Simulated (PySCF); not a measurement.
Au₂, charge +1, quartet, at a GFN2-xTB geometry of the parent state (such geometries of metal compounds can be far from the true shape) (a state made from the parent by changing its charge; the spin is typed, not shown lowest) (core potentials on Au); M062X/def2-SVP (PySCF).

PySCF was given this input:
```python
from pyscf import gto, scf, dft

mol = gto.Mole()
mol.atom = '''
    Au   -0.00000000   -0.00000000   -1.24843889
    Au    0.00000000    0.00000000    1.24843889
'''
mol.basis = 'def2-svp'
mol.ecp = {'Au': 'def2-svp'}
mol.charge = 1
mol.spin = 3
mol.verbose = 4
mol.build()

mf = dft.UKS(mol)
mf.xc = 'm062x'
mf.kernel()
```

Problem. Write the output that PySCF gives for this input, abridged.

Solution. 
```
PySCF version 2.14.0

[INPUT] verbose = 4
[INPUT] num. atoms = 2
[INPUT] num. electrons = 37
[INPUT] charge = 1
[INPUT] spin (= nelec alpha-beta = 2S) = 3
[INPUT] symmetry False subgroup None
[INPUT] Mole.unit = angstrom
[INPUT] Symbol           X                Y                Z      unit          X                Y                Z       unit  Magmom
[INPUT]  1 Au     0.000000000000   0.000000000000  -1.248438890000 AA    0.000000000000   0.000000000000  -2.359207585356 Bohr   0.0
[INPUT]  2 Au     0.000000000000   0.000000000000   1.248438890000 AA    0.000000000000   0.000000000000   2.359207585356 Bohr   0.0

nuclear repulsion = 76.5087401042593
number of shells = 24
number of NR pGTOs = 114
number of NR cGTOs = 64
basis = def2-svp
ecp = {'Au': 'def2-svp'}

******** <class 'pyscf.dft.uks.UKS'> ********
method = UKS
initial guess = minao
damping factor = 0
level_shift factor = 0
DIIS = <class 'pyscf.scf.diis.CDIIS'>
diis_start_cycle = 1
diis_space = 8
diis_damp = 0
SCF conv_tol = 1e-09
SCF conv_tol_grad = None
SCF max_cycles = 50
direct_scf = True
direct_scf_tol = 1e-13
number electrons alpha = 20  beta = 17
XC library pyscf.dft.libxc version 7.1.2
    S. Lehtola, C. Steigemann, M. J. T. Oliveira, and M. A. L. Marques,  SoftwareX 7, 1–5 (2018)
XC functionals = m062x
    Y. Zhao and D. G. Truhlar,  Theor. Chem. Acc. 120, 215 (2008)
    Y. Zhao and D. G. Truhlar,  Theor. Chem. Acc. 120, 215 (2008)
radial grids:
    Treutler-Ahlrichs [JCP 102, 346 (1995); DOI:10.1063/1.469408] (M4) radial grids

becke partition: Becke, JCP 88, 2547 (1988); DOI:10.1063/1.454033
pruning grids: <function nwchem_prune>
grids dens level: 3
symmetrized grids: False
atomic radii adjust function: <function treutler_atomic_radii_adjust>
small_rho_cutoff = 0
Set gradient conv threshold to 3.16228e-05
tot grids = 48616
init E= -247.198608619998

cycle= 1 E= -270.147352680697  delta_E= -22.9  |g|= 1.17  |ddm|= 9.91
cycle= 2 E= -270.204664967103  delta_E= -0.0573  |g|= 1.25  |ddm|= 3.44
cycle= 3 E= -270.807938862858  delta_E= -0.603  |g|= 0.0524  |ddm|= 1.35
cycle= 4 E= -270.809739000216  delta_E= -0.0018  |g|= 0.0347  |ddm|= 0.174
cycle= 5 E= -270.810260226474  delta_E= -0.000521  |g|= 0.00805  |ddm|= 0.0432
cycle= 6 E= -270.810391020437  delta_E= -0.000131  |g|= 0.00249  |ddm|= 0.0296
cycle= 7 E= -270.810417251616  delta_E= -2.62e-05  |g|= 0.000541  |ddm|= 0.0175
cycle= 8 E= -270.810418443232  delta_E= -1.19e-06  |g|= 0.000135  |ddm|= 0.00378
cycle= 9 E= -270.810418504118  delta_E= -6.09e-08  |g|= 1.72e-05  |ddm|= 0.000959
cycle= 10 E= -270.810418505022  delta_E= -9.04e-10  |g|= 3.03e-06  |ddm|= 0.000103
Extra cycle  E= -270.81041850504  delta_E= -1.76e-11  |g|= 1.25e-06  |ddm|= 8.13e-06
converged SCF energy = -270.81041850504  <S^2> = 3.757203  2S+1 = 4.0035999
```
